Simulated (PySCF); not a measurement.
Constants of AgO, step by step

State: ²Π, doublet, unpaired electrons π ↑. De refers to Ag (4d10 5s1) + O. ROHF-based CCSD(T) in PySCF 2.14 with Ag aug-cc-pVDZ-PP with ECP28, O aug-cc-pVDZ and Ag aug-cc-pVTZ-PP with ECP28, O aug-cc-pVTZ (frozen core orbitals: 5; scalar-relativistic core potentials). Correlation energies are extrapolated as n⁻³ (n = 2, 3), Hartree–Fock as (n+1)·exp(−9√n).

```tsv
Level	Re (Å)	ωe (cm⁻¹)	ωexe (cm⁻¹)	αe (cm⁻¹)	De (eV)
CCSD(T)/DZ	2.0400	469.1	2.79	0.00234	1.725
CCSD(T)/TZ	2.0150	484.0	2.80	0.00239	1.881
HF/CBS	2.0708	491.3	2.49	0.00208	0.264
MP2/CBS	1.9881	517.2	2.53	0.00220	1.962
CCSD/CBS	2.0145	497.8	2.62	0.00225	1.755
CCSD(T)/CBS	2.0084	489.7	2.79	0.00239	1.951
```

Problem. How much is left between CCSD(T)/TZ and the basis-set limit, and how much do the triples give at the limit?

Solution. CCSD(T)/CBS less CCSD(T)/TZ: -6.6 mÅ in Re, +5.7 cm⁻¹ in ωe and +0.070 eV in De. CCSD(T)/CBS less CCSD/CBS: -6.1 mÅ in Re, -8.1 cm⁻¹ in ωe and +0.196 eV in De.

The T1 diagnostic is 0.039, large enough to doubt a single reference. The state was picked by a PBE0 search and need not be the measured ground state. Spin–orbit coupling, excitations beyond (T) and corrections to the Born–Oppenheimer picture are left out.

The whole job (state search and all basis sets along the bond) took about 25 min on 4 threads of Arm Neoverse V2 (shared host), peak memory 15 GiB.
